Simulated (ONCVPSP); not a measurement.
**Before and after: ONCV potential for Yb**

ONCVPSP 4.0.1 input, shortened (lines: element, Z, core and valence counts, functional; n l f; lmax; l rc ep ncon nbas qcut; lloc lpopt rc5 dvloc0; l nproj debl; icmod fcfact rcfact), PBE, fully relativistic:

```
  Yb 70.00   12    2        4      upf
    1    0    2.00
    2    0    2.00
    2    1    6.00
    3    0    2.00
    3    1    6.00
    3    2   10.00
    4    0    2.00
    4    1    6.00
    4    2   10.00
    4    3   13.00
    5    0    2.00
    5    1    6.00
    5    2    1.00
    6    0    2.00
    3
    0    3.40    0.00    3    6    2.00
    1    2.90    0.16    3    8    3.10
    2    2.45    0.00    5    8    4.40
    3    3.65    0.08    4    7    3.40
    4    5    1.95    3.00
    0    2    0.80
    1    2    1.00
    2    2    3.80
    3    2    0.60
    3    2.25    1.20
```

Open shells are filled in proportion to 2j + 1.

Change: all radii but the core radius scaled by about 1.13 (s 3.84, p 3.28, d 2.76, f 4.12 bohr); local potential polynomial inside 2.20 bohr (lpopt 5, dvloc0 3 Ha). In the p channel the program set the typed energies aside and used 0.050, 1.050 Ha (j = l + 1/2; the other j can differ).

Cutoffs: the cutoffs (Ha) at which the residual kinetic energy of the hardest occupied pseudo-wave falls to 1 and 0.1 mHa per electron; they do not see the model core or the augmentation charge, which bear on the density cutoff. Errors are all-electron minus pseudo energies relative to the spin-unpolarised reference configuration.

Question: Predict the effect on cutoff, ghosts and configuration errors.

Answer: The potential gets softer (9.6 Ha and 27 Ha → 8.7 Ha and 15 Ha); the bound ghost in f, p disappears; of the 3 tests that both files solve, the error grows in 0 and shrinks in 2 by more than 15 % and 0.3 meV (median size 3.5 → 2.2 meV). A larger radius leaves more room for a smooth pseudo-wave, so fewer plane waves are needed.

| quantity | base | changed |
| --- | --- | --- |
| cutoff, loose | 9.6 Ha | 8.7 Ha |
| cutoff, tight | 27 Ha | 15 Ha |
| loose cutoff by channel | s 1.8 Ha, d 9.6 Ha | s 1.5 Ha, d 8.7 Ha |
| bound ghosts | p3/2, f7/2, f5/2 | none |
| GHOST(+) flags under 300 eV | s at 32.0 eV, p1/2 at 52.1 eV | s at 46.2 eV |
| tests counted as reliable (solved cleanly; for ONCVPSP, near-neutral configurations with less than one 5d electron left out) | 3 of 4 | 3 of 4 |
| error for 5d1 6s1, meV [ΔE 7.26 eV] | +3.5 | -2.2 |
| error for 5d1 6s0, meV [ΔE 20.36 eV] | +125 | +70 |
| error for 5d1 6s1.5, meV [ΔE 2.94 eV] | +0.5 | -0.5 |
| rms error of d²Exc/dni dnj with the model core, mHa | 9.70 | 9.68 |

Base: The cutoffs count occupied waves only; projector 2 of the p channel, the hardest unoccupied one, needs 30 Ha at the loose tolerance. Changed file: The cutoffs count occupied waves only; projector 2 of the d channel, the hardest unoccupied one, needs 28 Ha at the loose tolerance. A true bound ghost makes a file unfit for plane-wave use even where its test errors are small: the radial tests pick states by their node count and pass the ghost by.
